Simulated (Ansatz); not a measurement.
Ansatz results at the PBE0-D4/def2-TZVP geometry: HOMO energy (PBE/def2-TZVPP) -6.62 eV; HOMO energy (ωB97M-V/def2-TZVPP) -10.55 eV; LUMO energy (PBE0/def2-TZVPP) -2.61 eV.

Each molecule was computed in one conformer, which needn't be the lowest.

(1) Which molecule gave them?
A. `C[O][Mo]([OH])([F])([F])([F])[O]C`
B. `C[O][Mo]([OH])([OH])([OH])([OH])[O]C`
C. `[CH3][Mo](=[O])([OH])=[S]`
D. `C[O][Mo]([OH])([OH])([F])([Cl])[O]C`

Answers

(1) B. The others give `C[O][Mo]([OH])([OH])([F])([Cl])[O]C`: -6.62, -10.39, -3.38; `C[O][Mo]([OH])([F])([F])([F])[O]C`: -7.53, -11.47, -3.39; `[CH3][Mo](=[O])([OH])=[S]`: -6.50, -9.84, -2.88.
